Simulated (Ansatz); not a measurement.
Reaction (substitution at a C–Ge bond): `CN[CH2][GeH3]` + CH₃OH → `CNCOC` + GeH₄

Program: Ansatz. Geometries: PBE0-D4/def2-TZVP. ΔE: electronic, gas phase. CBS: MP2 limit from def2 TZ/QZ plus the TZ coupled-cluster correction, frozen cores. This one scheme is used for every species. For Ge outer-core shells are correlated without core-valence functions, which leaves a few kJ/mol of doubt a bond. Scalar relativity is left out up to krypton. One conformer a species, not always the lowest.

```json
{"level": "HF/def2-TZVPP", "ΔE (kJ/mol)": "10.2"}
{"level": "HF/def2-QZVPP", "ΔE (kJ/mol)": "9.9"}
```

Task: What does CCSD(T)/CBS give? (An estimate is asked.)

Result: Computed: +23.5 kJ/mol. The listed levels differ from it by -13.3, -13.6 kJ/mol.

Largest T1 diagnostic among the species: 0.012.

In def2-TZVPP, CCSD(T) changes the Hartree–Fock value by +8.1 kJ/mol (the triples alone add −0.7 kJ/mol) and MP2 by +14.1 kJ/mol.
